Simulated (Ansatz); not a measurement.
All values below come from frozen-core CCSD(T)/def2-TZVPP // B3LYP-D3(BJ)/def2-TZVP (Ansatz, an electronic-structure program).

Ansatz 0.2 input:
```yaml
crystal:
  periodic: [false, false, false]
  atoms:
    - { symbol: C, position_ang: [-1.039868, -0.069589, 0.026358] }
    - { symbol: Ge, position_ang: [0.920685, 0.061613, -0.023321] }
    - { symbol: H, position_ang: [-1.343394, -0.97696, 0.547682] }
    - { symbol: H, position_ang: [-1.441069, -0.097315, -0.986311] }
    - { symbol: H, position_ang: [-1.461724, 0.79009, 0.546184] }
    - { symbol: H, position_ang: [1.49067, 0.112937, 1.40711] }
    - { symbol: H, position_ang: [1.521183, -1.158496, -0.747476] }
    - { symbol: H, position_ang: [1.353517, 1.33772, -0.770227] }
basis:
  gaussian: { orbitals: def2-TZVPP }
correlation:
  method: ccsd_t
```

Output:

```
Functional definition: HF
951 factors; integrals over basis functions are off by at most 9.8e-4 eV
mean field evaluation 1: about -57597.6033 eV, gradient 2.5e1 eV
mean field evaluation 2: about -57597.6660 eV, gradient 2.5e1 eV
mean field evaluation 4: about -57599.3475 eV, gradient 2.6e0 eV
mean field evaluation 8: about -57599.3704 eV, gradient 1.4e-1 eV
mean field evaluation 16: about -57598.9992 eV, gradient 1.1e1 eV
mean field -57599.37048783 eV, -2116.7378231720 hartree, gradient 2.2e-6 eV, S^2 0.000000; 0 other end points of the search recorded, 0 dependent functions left out
10 core orbitals not correlated
reference -57599.37048783 eV, -2116.7378231720 hartree; 12, 12 occupied and 141, 141 virtual orbitals, 951 factors
second order -12.37371092 eV of doubles, -0.00000000 eV of singles
cycle   1  -12.70726144 eV  change   -3.3e-1 eV  update   8.0e-2
cycle   2  -13.12758104 eV  change   -4.2e-1 eV  update   2.4e-2
cycle   3  -13.17050664 eV  change   -4.3e-2 eV  update   9.9e-3
cycle   4  -13.16830839 eV  change    2.2e-3 eV  update   2.3e-3
cycle   5  -13.16782086 eV  change    4.9e-4 eV  update   6.8e-4
cycle   6  -13.16765097 eV  change    1.7e-4 eV  update   1.9e-4
cycle   7  -13.16763827 eV  change    1.3e-5 eV  update   4.8e-5
cycle   8  -13.16764494 eV  change   -6.7e-6 eV  update   1.4e-5
perturbative correction -0.43829317 eV, -0.0161069770 hartree
Total energy: -57612.97642593 eV, -2117.2378321751 hartree
```

Cost: roughly 29 core-seconds.
